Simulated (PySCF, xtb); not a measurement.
CH4Cl2Si, SMILES C[SiH](Cl)Cl.

GFN2-xTB in xtb at its own geometry gives an orbital gap of 6.41 eV and a dipole moment of 2.14 D.

Geometry optimised at B3LYP-D3(BJ)/def2-SVP.

Task: What does B3LYP/def2-TZVP (PySCF) give? (Estimate from the structure and the level; the computed values follow.)

Result: gap 8.72 eV (levels -8.63 and 0.10 eV), dipole 2.05 D.
